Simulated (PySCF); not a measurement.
**Shapes and spin states of Mg₃Se⁺**

Method: PySCF, PBE0, basis Se def2-SVP, Mg def2-SVP (no relativity, density fitting).

Relaxations began from a few typed shapes and spin states; open shells are unrestricted. The search is not exhaustive: other isomers or separated fragments can lie lower, and high-lying points may rest on an excited occupation.

Which is the lowest minimum found?
A. quartet C3v: Se–Mg 2.581 Å (×3); Mg–Se–Mg 109.9° (×3)
B. broken-symmetry Ms = 1/2 (⟨S²⟩ 1.59) Cs: Se–Mg 2.553 Å, Se–Mg 2.575 Å (×2); Mg–Se–Mg 112.9°, Mg–Se–Mg 120.9° (×2)
C. quartet C2v: Se–Mg 2.565 Å (×3); Mg–Se–Mg 120.0° (×3)
D. quartet D3h: Se–Mg 2.564 Å (×3); Mg–Se–Mg 120.0° (×3)

B. The others lie at 10.9 (quartet C3v), 14.7 (quartet C2v, a saddle point), 14.7 (quartet D3h, a saddle point) kJ/mol above it.

For the lowest minimum: the determinant is spin-contaminated (⟨S²⟩ = 1.59, pure value 0.75).
